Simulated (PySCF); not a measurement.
## Pt: excitation energy

Pt [Xe] 4f14 5d9 6s1 (3D) → Pt [Xe] 4f14 5d8 6s2 (3F), as a difference of total energies. Computed with PySCF 2.14 in def2-QZVPPD with the def2 core potential (60 electrons), with a scalar-relativistic core potential. Correlated levels: valence: 5s2 5p6 frozen; valence and next inner shell: nothing frozen outside the core potential. The calculations carry no spin-orbit coupling.

```json
{"method": "UHF", "excitation energy (eV)": "0.338"}
{"method": "LDA", "excitation energy (eV)": "0.647"}
{"method": "PBE", "excitation energy (eV)": "0.596"}
{"method": "PBE0", "excitation energy (eV)": "0.618"}
{"method": "r2SCAN", "excitation energy (eV)": "0.350"}
{"method": "PBEsol", "excitation energy (eV)": "0.634"}
{"method": "TPSSh", "excitation energy (eV)": "0.504"}
{"method": "PW91", "excitation energy (eV)": "0.600"}
{"method": "B3LYP", "excitation energy (eV)": "0.510"}
{"method": "MP2 (valence)", "excitation energy (eV)": "0.676"}
{"method": "SCS-MP2 (valence)", "excitation energy (eV)": "0.545"}
{"method": "MP2 (valence and next inner shell)", "excitation energy (eV)": "0.521"}
{"method": "SCS-MP2 (valence and next inner shell)", "excitation energy (eV)": "0.367"}
```

Task: How much does correlation contribute at MP2 (valence and next inner shell)?

Result: 0.521 − (0.338) = 0.183 eV, measured against UHF.

Errors of the correlated levels include the incompleteness of this basis and the frozen core.

For comparison: 0.397 eV (measured; NIST levels, between the centres of gravity of the two terms).
